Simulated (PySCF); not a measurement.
# Bond lengths and vibrations by method: AlBFH2

Calculated results; nothing here was measured. The program is PySCF 2.14.0, an open-source quantum chemistry code, run on an isolated molecule that a program drew, which may never have been made. The molecule is AlBFH2 (charge 0, doublet), drawn as the SMILES string `[BH][AlH][F]`.

The geometry was optimised and harmonic frequencies were computed with HF and MP2, all in the cc-pV(D+d)Z basis, for the commonest isotopes, with a restricted reference for singlets and an unrestricted one otherwise, and a frozen core in MP2. Each result is a local minimum of its method.

Geometry at the HF minimum:
```xyz
5
AlBFH2, angstrom
B     1.9905   -1.7267    0.8789
Al    0.8397   -1.1168    2.4637
F     1.2219    0.3380    3.1630
H     2.6461   -2.0965   -0.0397
H    -0.3677   -1.9257    3.0552
```

Lengths of the bonds as drawn, in Å (atoms numbered as above):
```
bond,HF,MP2
B1-Al2,2.051,2.056
Al2-F3,1.659,1.679
B1-H4,1.188,1.195
Al2-H5,1.569,1.571
```

Rotational constants, in GHz:
```
constant     HF   MP2
       A  27.85  27.7
       B  6.354  6.25
       C  5.174   5.1
```

Harmonic frequencies in cm^-1, each column in rising order, so a row needn't be the same motion in every method:
```
rank    HF   MP2
   1   206   194
   2   210   263
   3   489     ?
   4   618   592
   5   695   676
   6   732   707
   7   858   837
   8  2034  2005
   9  2833  2777
```

**Estimate the missing MP2 frequency from the HF column.**

A single factor s that minimises the squared misfit of MP2 against s times HF over the other rows is sum(HF x MP2) / sum(HF^2) = 0.9809, with an rms misfit of 22 cm^-1. For rank 3 it gives 0.9809 x 489 = 480 cm^-1. The calculation gives 468 cm^-1, 12 cm^-1 below the estimate. The drawn bonds are on average 0.5 % longer in MP2 than in HF.
